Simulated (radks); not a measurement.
Values are calculated unless marked as measured or tabulated.
Question: These are the eigenvalues of the occupied orbitals of an atom or ion with whole-number occupations (hartree). Level of theory: non-relativistic Kohn-Sham, PBE, spin-polarised, spherical densities, point nucleus (a radial shooting solver on a logarithmic mesh with Libxc functionals).

1s down: -2547.307
1s up: -2547.307
2s up: -424.1177
2s down: -424.1019
2p up: -407.3486
2p down: -407.3367
3s up: -99.68828
3s down: -99.68246
3p up: -91.83677
3p down: -91.83075
3d up: -77.19719
3d down: -77.18678
4s up: -22.04600
4s down: -22.03418
4p up: -18.70065
4p down: -18.68800
4d up: -12.57209
4d down: -12.55656
5s up: -4.62768
5s down: -4.49916
4f up: -4.43850
4f down: -4.41557
5p up: -3.58940
5p down: -3.44933
5d up: -1.95616

Which element is it, and in what charge state? The configuration may be excited. Open shells, if any, are filled with parallel spins first.

Answer: Z = 77, iridium, charge +4: Ir4+ in [Xe] 4f14 5d5. The list shows which subshells hold electrons but not how many an open one holds; the 1s level, -2547.3 hartree, gives Z - s = 71.4 by -(Z - s)^2/2, which with screening narrows Z to a few neighbours, and the depths of the outer levels then fix element, charge and occupations together.
